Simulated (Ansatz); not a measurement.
Consider the ligand exchange at the Si–O bond: `F[Si]O[SiH3]` + `[SiH3]N[SiH3]` → `F[Si]N([SiH3])[SiH3]` + `O[SiH3]`.

Gas-phase electronic energies from Ansatz, PBE0-D4/def2-TZVP geometries. CBS: MP2 limit from def2 TZ/QZ plus the TZ coupled-cluster correction, frozen cores. This one scheme is used for every species. DFT in def2-TZVPP. One conformer a species, not always the lowest.

| level | ΔE (kJ/mol) |
| --- | --- |
| PBE-D4 | 41.7 |
| B2PLYP | 55.3 |
| PBE | 46.9 |
| HF/def2-SVP | 60.9 |

(1) What does CCSD(T)/CBS give? (Best estimate.)

Largest T1 diagnostic among the species: 0.014.

Answers

(1) Computed: +47.3 kJ/mol. The listed levels differ from it by -5.6, 8.0, -0.4, 13.6 kJ/mol.

At CCSD(T), def2-SVP lies −4.5 kJ/mol from the extrapolated value and def2-TZVPP +0.1 kJ/mol. In def2-TZVPP, CCSD(T) changes the Hartree–Fock value by −21.9 kJ/mol (the triples alone add −4.3 kJ/mol) and MP2 by −23.8 kJ/mol. Leaving LDA and LC-ωPBE aside and taking each functional with its dispersion term where it has one, the values, not all of them listed here, spread over 17.6 kJ/mol, from revPBE-D4 to CAM-B3LYP-D4. LDA lies −6.1 kJ/mol from PBE without D4.
